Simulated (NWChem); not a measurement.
Molecule: AgNH3Cl; SMILES [Cl][Ag]<-[NH3]

Results from NWChem. Structure relaxed at the PBE0/def2-SVP level. def2 effective core potentials on Ag; no spin-orbit coupling. B3LYP is NWChem's, with the RPA form of VWN correlation. Vertical excitations in the gas phase; the lowest state need not have the same character in each row.

| level | lowest excitation, singlet (eV) | oscillator strength of that lowest state | lowest state with f > 0.02, singlet (eV) | oscillator strength of that bright state | orbital gap (eV) |
|---|---|---|---|---|---|
| PBE/def2-SVP, full TDDFT | 3.64 | 0.007 | 4.45 | 0.033 | 3.57 |
| B3LYP/def2-SVP, full TDDFT | 4.20 | 0.011 | 4.86 | 0.033 | 5.04 |
| CAM-B3LYP/def2-SVP, full TDDFT | [?] | 0.018 | [?] | [?] | [?] |
| BHandHLYP/def2-SVP, full TDDFT | 5.09 | 0.019 | 5.50 | 0.031 | 7.32 |

**Question.** Complete the blanks.

**Answer.** 
- CAM-B3LYP/def2-SVP, full TDDFT, lowest excitation, singlet (eV): 4.93
- CAM-B3LYP/def2-SVP, full TDDFT, lowest state with f > 0.02, singlet (eV): 5.36
- CAM-B3LYP/def2-SVP, full TDDFT, oscillator strength of that bright state: 0.024
- CAM-B3LYP/def2-SVP, full TDDFT, orbital gap (eV): 7.69
